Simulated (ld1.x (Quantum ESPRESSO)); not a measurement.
## Before and after: ultrasoft potential for F

```json
{"Element": "F (Z = 9)", "Generator": "ld1.x (Quantum ESPRESSO) 7.5", "Type": "ultrasoft", "Functional": "LDA (PZ)", "Relativity": "scalar-relativistic", "Frozen core": "[He]", "Valence charge": "7", "Reference configuration": "2s2 2p4 (charge +1)", "Partial waves": "2s (bound): rcut 0.65, rcutus 0.85 bohr; 2s channel at 1.1 Ry: rcut 0.65, rcutus 0.85 bohr; 2p (bound): rcut 0.75, rcutus 1.00 bohr; 2p channel at -1.55 Ry: rcut 0.75, rcutus 1.00 bohr", "Local potential": "all-electron potential smoothed inside 0.75 bohr (lloc = -1)", "Core correction": "a·sin(br)/r model core inside 0.75 bohr", "Augmentation charge": "built from norm-conserving waves at rcut, not smoothed further"}
```

Change: core correction none.

Cutoffs: the cutoffs (Ry, on a coarse ladder) from which the occupation-weighted sum of valence levels, in a spherical-Bessel basis at the reference potential, stays within 10 and 1 mRy of its value at 400 Ry; they do not see the model core or the augmentation charge, which bear on the density cutoff. Errors are all-electron minus pseudo energies relative to the spin-unpolarised reference configuration.

Question: Predict the effect on cutoff, ghosts and configuration errors.

Answer: The potential gets neither clearly harder nor softer (70 Ry and 120 Ry → 70 Ry and 120 Ry); the errors of the 9 common tests hardly move; neither file shows a bound ghost.

```tsv
quantity	base	changed
cutoff, loose	70 Ry	70 Ry
cutoff, tight	120 Ry	120 Ry
bound ghosts	none	none
error for 2s2 2p5, meV [ΔE -19.56 eV]	+2.8	+2.8
error for 2s2 2p3, meV [ΔE 38.51 eV]	+4.9	+5.2
error for 2s2 2p2, meV [ΔE 99.24 eV]	+49	+51
error for 2s1 2p5, meV [ΔE 18.66 eV]	+14	+14
error for 2s2 2p4.5, meV [ΔE -11.92 eV]	+1.2	+1.2
error for 2s1 2p6, meV [ΔE -1.16 eV]	+18	+19
error for 2s2 2p1, meV [ΔE 185.11 eV]	+234	+242
error for 2s2 2p4 (spin-polarised), meV [ΔE -1.83 eV]	+178	+183
error for 2s2 2p5 (spin-polarised), meV [ΔE -19.93 eV]	+37	+38
s: phases at 1.10 bohr within 0.05 rad from the reference energy up to (Ry; the scan ends near 5)	to the end of the scan	to the end of the scan
p: phases at 1.10 bohr within 0.05 rad from the reference energy up to (Ry; the scan ends near 5)	to the end of the scan	to the end of the scan
lowest overlap eigenvalue by channel	s 0.51, p 0.94	s 0.51, p 0.94
```
